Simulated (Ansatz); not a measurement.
**Strength of the S–Al bond: Al(SH)3 → Al(SH)2 + HS**

Species: Al(SH)3, singlet; Al(SH)2, doublet; HS, doublet. 

Shapes, held fixed at every level: PBE0-D4/def2-TZVP. Flexible molecules stand in one conformer, not always the lowest. Programs: Ansatz 0.2.0. The zero-point and thermal change to 298 K, harmonic and unscaled (PBE0-D4/def2-TZVP), is -7.6 kJ/mol.

| level | kind | ΔH(298 K) (kJ/mol) | less CCSD(T)/CBS estimate |
| --- | --- | --- | --- |
| r2SCAN-D4/def2-TZVPP | meta-GGA | +377.8 | -18.4 |
| B3LYP-D4/def2-TZVPP | global hybrid | +372.3 | -23.9 |
| PBE0-D4/def2-TZVPP | global hybrid | +380.7 | -15.5 |
| wB97X-V/def2-TZVPP | range-separated hybrid | +395.3 | -0.9 |
| CCSD(T)/def2-TZVPP | coupled cluster or CI | +381.5 | -14.7 |
| CCSD/def2-TZVPP | coupled cluster or CI | +372.5 | -23.7 |
| CCSD(T)/CBS estimate | coupled cluster or CI | +396.2 | 0.0 |

The highest level, CCSD(T)/CBS estimate, gives ΔH(298 K) = +396.2 kJ/mol; the levels span +372.3 to +396.2. The column of differences is taken from that level and isn't an error. No measured value is set beside it here. Open shells run unrestricted unless RO is named. The CBS estimate extrapolates MP2 from def2-TZVPP and def2-QZVPP and adds CCSD(T) − MP2 in the triple-zeta set, cores frozen.
